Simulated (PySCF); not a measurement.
Positional isomers: phenanthrene mercapto. All species are isolated molecules in the gas phase. One relaxed conformer stands for each flexible species; it need not be the lowest. Strings in code marks are SMILES.

The numbers are results of PBE-D3(BJ)/def2-SVP // PBE0-D4/def2-SVP (PySCF), not measurements. Excitations are Tamm–Dancoff values on a coarser integration grid. The basis has no diffuse functions, so Rydberg states are missing or too high.

| species | LUMO (eV) | S1–T1 gap (TDA) (eV) | brightest of the four lowest singlets (TDA) (eV) | HOMO (eV) | S1 oscillator strength |
|---|---|---|---|---|---|
| `Sc1cc2ccccc2c2ccccc12` (H–S–C–C torsion 128°) | -2.13 | 0.63 | 3.64 | -5.26 | 0.006 |
| `Sc1ccc2c(ccc3ccccc32)c1` (H–S–C–C torsion 0°) | -2.01 | 0.40 | 4.25 | -5.11 | 0.009 |
| `Sc1ccc2ccc3ccccc3c2c1` (H–S–C–C torsion 180°) | -1.95 | 0.60 | 3.59 | -5.03 | 0.010 |
| `c1cc(c2ccc3c(cccc3)c2c1)S` (H–S–C–C torsion 127°) | -2.16 | 0.57 | 3.61 | -5.28 | 0.026 |
